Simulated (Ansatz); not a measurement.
C3H8B, SMILES `C[B]CC` radical, relaxed with UKS PBE0-D4/def2-TZVP in Ansatz from a PBE-D4/def2-SVP geometry. The force threshold is 0.005 eV/Å; the program also tests the step.

Charge 0, multiplicity 2.

Start:

```xyz
12

C    -0.621   -1.283   -1.231
B     0.325   -0.050   -1.207
C     0.787    0.839   -0.014
C     0.037    0.714    1.325
H    -1.650   -0.846   -1.274
H    -0.524   -1.946   -2.113
H    -0.592   -1.896   -0.300
H     0.878    1.904   -0.329
H     1.858    0.527    0.109
H     0.011   -0.337    1.682
H    -1.015    1.052    1.228
H     0.505    1.324    2.126
```

```csv
step,energy (eV),largest force (eV/Å),largest move (Å)
1,-3912.3995,0.551,0.000
2,-3912.4400,0.157,0.029
3,-3912.4438,0.014,0.012
4,-3912.4438,0.009,0.004
5,-3912.4439,0.010,0.015
6,-3912.4440,0.010,0.013
7,-3912.4440,0.014,0.030
8,-3912.4441,0.015,0.011
9,-3912.4441,0.009,0.010
10,-3912.4441,0.006,0.014
11,-3912.4441,0.004,0.015
12,-3912.4441,0.002,0.009
```

End:

```xyz
12

C    -0.642   -1.257   -1.217
B     0.366   -0.087   -1.184
C     0.806    0.823   -0.010
C     0.055    0.680    1.316
H    -1.628   -0.783   -1.348
H    -0.520   -1.952   -2.049
H    -0.698   -1.819   -0.276
H     0.813    1.868   -0.344
H     1.876    0.599    0.132
H     0.107   -0.343    1.694
H    -1.002    0.931    1.201
H     0.467    1.338    2.087
```

It took 56 s on 2 threads of a server CPU on a shared host, with 0.45 GiB of host memory at the peak.
